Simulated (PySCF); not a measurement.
PySCF job for Si(OMe)(NH2) (CH5NOSi), SMILES CO[Si]N (connectivity only; charge and spin as stated), neutral, multiplicity 1, IEF-PCM-PBE0/def2-SVP. Geometry optimised at B3LYP-D3(BJ)/def2-SVP. Other conformers were not sampled.

```python
import numpy as np
from pyscf import gto, scf, dft
from pyscf.solvent import pcm

mol = gto.M(
    atom='''
    Si    0.70732818   -0.82463930    0.00000000
    O     0.63474323    0.85411841   -0.00000000
    C    -0.46622214    1.72743471    0.00000000
    H    -1.10310311    1.58935761   -0.89441572
    H    -0.10424168    2.76794542   -0.00000000
    H    -1.10310312    1.58935761    0.89441572
    N    -0.97565894   -1.24865822   -0.00000000
    H    -1.78613668   -0.63289640   -0.00000000
    H    -1.25701042   -2.22576206    0.00000001
    ''',
    basis='def2-SVP',
    charge=0,
    spin=0,
    max_memory=1600,
    verbose=3,
)
mf = dft.RKS(mol, xc='pbe0').density_fit(auxbasis='def2-universal-jkfit')
mf.grids.level = 3
mf.conv_tol = 1e-9
mf.max_cycle = 100
mf.kernel()
res = {}
for name, eps in {'water': 78.355, '2-propanol': 19.264, 'chlorobenzene': 5.6968}.items():
    s = mf.PCM()
    s.with_solvent.method, s.with_solvent.eps, s.with_solvent.lebedev_order = 'IEF-PCM', eps, 29
    s.kernel(mf.make_rdm1())
    res[name] = (s.e_tot, eps, s.dip_moment(), s.mo_energy, s.converged)
    print(f'{name}: electrostatic solvation free energy {(s.e_tot - mf.e_tot) * 627.509474:.3f} kcal/mol')
```

It prints:

```
converged SCF energy = -460.073883955134

WARN: PCM is an experimental feature. It is still in testing.
Features and APIs may be changed in the future.

converged SCF energy = -460.081992472164
Dipole moment(X, Y, Z, Debye): -4.07106,  0.05542,  0.00000
water: electrostatic solvation free energy -5.088 kcal/mol

WARN: PCM is an experimental feature. It is still in testing.
Features and APIs may be changed in the future.

converged SCF energy = -460.0814372615
Dipole moment(X, Y, Z, Debye): -4.00096,  0.06329,  0.00000
2-propanol: electrostatic solvation free energy -4.740 kcal/mol

WARN: PCM is an experimental feature. It is still in testing.
Features and APIs may be changed in the future.

converged SCF energy = -460.079888200615
Dipole moment(X, Y, Z, Debye): -3.80810,  0.08205,  0.00000
chlorobenzene: electrostatic solvation free energy -3.768 kcal/mol
```

The run converged.

Cost: about 50 core-seconds (a rough figure).
